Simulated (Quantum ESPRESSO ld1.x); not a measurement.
Ba+, 55 electrons, occupied as [Xe] 6s1. Calculated with ld1.x of Quantum ESPRESSO 7.5: Dirac Kohn-Sham, PBE, spin-unpolarised, spherical densities, point nucleus.

Unscreened Slater integrals over Kohn-Sham orbitals (cm^-1). Large and small components are both included.

F0(6s1/2,6s1/2): 45602
F0(6s1/2,5p3/2): 56208
G1(6s1/2,5p3/2): 4790.9
F0(6s1/2,5p1/2): 56498
G1(6s1/2,5p1/2): 4220.8
F0(6s1/2,5s1/2): 57256
G0(6s1/2,5s1/2): 2515.4
F0(6s1/2,4d5/2): 60151
G2(6s1/2,4d5/2): 1679.1
F0(5p3/2,5p3/2): 102020
F2(5p3/2,5p3/2): 54993
F0(5p3/2,5p1/2): 104180
G2(5p3/2,5p1/2): 55855
F0(5p3/2,5s1/2): 109900
G1(5p3/2,5s1/2): 72526
F0(5p3/2,4d5/2): 127790
F2(5p3/2,4d5/2): 35785
G1(5p3/2,4d5/2): 10267
G3(5p3/2,4d5/2): 9891.7
F0(5p1/2,5p1/2): 106540
F0(5p1/2,5s1/2): 112790
G1(5p1/2,5s1/2): 76761
F0(5p1/2,4d5/2): 132760
G3(5p1/2,4d5/2): 11253
F0(5s1/2,5s1/2): 120550
F0(5s1/2,4d5/2): 147240
G2(5s1/2,4d5/2): 16980
F0(4d5/2,4d5/2): 245840
F2(4d5/2,4d5/2): 125040
F4(4d5/2,4d5/2): 83450
